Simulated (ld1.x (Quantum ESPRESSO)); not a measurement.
# Varying the TM potential for N

Base potential:

| Property | Result |
| --- | --- |
| Element | nitrogen (N) |
| Generator | ld1.x (Quantum ESPRESSO) 7.5 |
| Type | norm-conserving Troullier–Martins (Kleinman–Bylander form) |
| Functional | revPBE |
| Relativity | scalar-relativistic |
| Frozen core | [He] |
| Valence charge | 5 |
| Reference configuration | 2s2 2p1 (charge +2) |
| Partial waves | 2s (bound): rc 0.65 bohr; 2p (bound): rc 1.55 bohr; 3d channel at 0.05 Ry: rc 1.45 bohr |
| Local potential | the d channel |
| Core correction | Bessel-smoothed model core inside 0.45 bohr |

All-electron outer shells of the reference configuration (revPBE, scalar-relativistic, ld1.x):

| shell | level (eV) | outermost node (bohr) | outermost maximum (bohr) |
| --- | --- | --- | --- |
| 2s | -49.21 | 0.32 | 0.96 |
| 2p | -37.43 | – | 0.86 |

Cutoffs, loose and tight: the cutoffs (Ry, on a coarse ladder) from which the occupation-weighted sum of valence levels, in a spherical-Bessel basis at the reference potential, stays within 10 and 1 mRy of its value at 400 Ry. They do not see the model core or the augmentation charge, which bear on the density cutoff. Test errors are all-electron minus pseudo excitation energies from the reference, over the configurations 2s2 2p3; 2s2 2p2; 2s2 2p0; 2s0 2p5; 2s2 2p3.3; 2s2 2p2.5; 2s1 2p4. A dash means not determined; rows that change the core or the reference have their own tests.

Cutoffs are not given where the Bessel-basis levels miss the radial ones by over 6 mRy, ghosts where they miss by over 20 mRy; a channel whose overlap is not positive is not tested.

```tsv
change	outcome	cutoff, loose	cutoff, tight	bound ghosts	largest test error (meV)
base	generated	180 Ry	over 300 Ry	none	+316
all radii but the core radius scaled by about 0.95 (s 0.62, p 1.46, d 1.38 bohr)	generated	200 Ry	over 300 Ry	none	+280
all radii but the core radius scaled by about 1.13 (s 0.74, p 1.76, d 1.64 bohr)	generated	110 Ry	230 Ry	none	+466
all radii but the core radius scaled by about 1.30 (s 0.84, p 2.02, d 1.90 bohr)	generated	60 Ry	140 Ry	none	+827
all radii but the core radius scaled by about 1.38 (s 0.90, p 2.14, d 2.00 bohr)	generated	60 Ry	140 Ry	none	+1007
```

(1) What comes out with this change to the base: all radii but the core radius scaled by about 0.77 (s 0.50, p 1.20, d 1.12 bohr)?

(2) What comes out with this change to the base: all radii but the core radius scaled by about 0.83 (s 0.54, p 1.28, d 1.20 bohr)?

(3) What comes out with this change to the base: all radii but the core radius scaled by about 1.23 (s 0.80, p 1.90, d 1.78 bohr)?

Results:

(1) outcome: generated; bound ghosts: not determined; largest test error (meV): +227.

(2) outcome: generated; cutoff, loose: over 300 Ry; cutoff, tight: over 300 Ry; bound ghosts: none; largest test error (meV): +230.

(3) outcome: generated; cutoff, loose: 60 Ry; cutoff, tight: 160 Ry; bound ghosts: none; largest test error (meV): +679.

Reading the sweep of the scale of all radii but the core radius (base = 1) (base included, trends over the rows without a ghost): The loose cutoff falls from 200 Ry at 0.95 to 60 Ry at 1.38. A larger radius leaves more room for a smooth pseudo-wave, so fewer plane waves are needed; a smaller one forces it to follow the all-electron wave where it bends sharply. The median size of the test errors (rows with all tests solved) rises from 80.8 meV at 0.83 to 473.6 meV at 1.38. More of the atom is replaced by a form fitted at one configuration, so other configurations suffer as the radius grows.
